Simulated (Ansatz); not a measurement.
`FC1C=N[SiH2]1` + H₂ → `C1=N[SiH2]C1` + H–F at 298.15 K and 1 bar (hydrogenolysis of a C–F bond).

Calculated with Ansatz (gas phase, PBE0-D4/def2-TZVP geometries, no zero-point term in ΔE). CCSD(T)/CBS is the MP2 limit (def2-TZVPP, def2-QZVPP) plus CCSD(T) − MP2 in def2-TZVPP, frozen cores. This one scheme is used for every species.

```csv
species,CCSD(T)/CBS energy (Eh),H − E (kJ/mol),S (J/(mol·K))
`FC1C=N[SiH2]1`,-522.02842,165.5,304.5
H₂,-1.17544,35.1,130.4
`C1=N[SiH2]C1`,-422.85806,182.7,284.2
H–F,-100.39570,33.5,173.6
```

H − E and S are ideal-gas, rigid-rotor, harmonic terms from PBE0-D4/def2-TZVP, for one conformer and one mirror image of each species. The MP2-based limit puts H₂ 0.8 mEh under its directly extrapolated value; such offsets cancel only in part. 1 Eh = 2625.50 kJ/mol, R = 8.31446 J/(mol·K).

Question: By hand: ΔE, ΔH, ΔS and ΔG.

Answer: ΔE = (-422.85806) + (-100.39570) − (-522.02842) − (-1.17544) = -0.04990 Eh = -131.0 kJ/mol. Δ(H − E) = 182.7 + 33.5 − 165.5 − 35.1 = 15.6, so ΔH = -115.4 kJ/mol. ΔS = 284.2 + 173.6 − 304.5 − 130.4 = 22.9 J/(mol·K). ΔG = -115.4 − 298.15 × (22.9)/1000 = -122.2 kJ/mol.

Question: By hand: the equilibrium constant, and the temperature at which ΔG would vanish if ΔH and ΔS stayed fixed.

Answer: log₁₀ K = −ΔG/(RT ln 10) = 21.4. ΔH and −TΔS have one sign here, so there is no such temperature.

ΔH outweighs TΔS. A doubt of 5 kJ/mol in ΔE shifts log₁₀ K by 0.9 here. Other conformers and mirror images would add mixing entropy, several J/(mol·K) or more a flexible species. These are equilibria of isolated gas molecules and say nothing of rates. Largest T1 diagnostic: 0.013 (customary marks: 0.02 for closed shells, 0.045 for open ones).
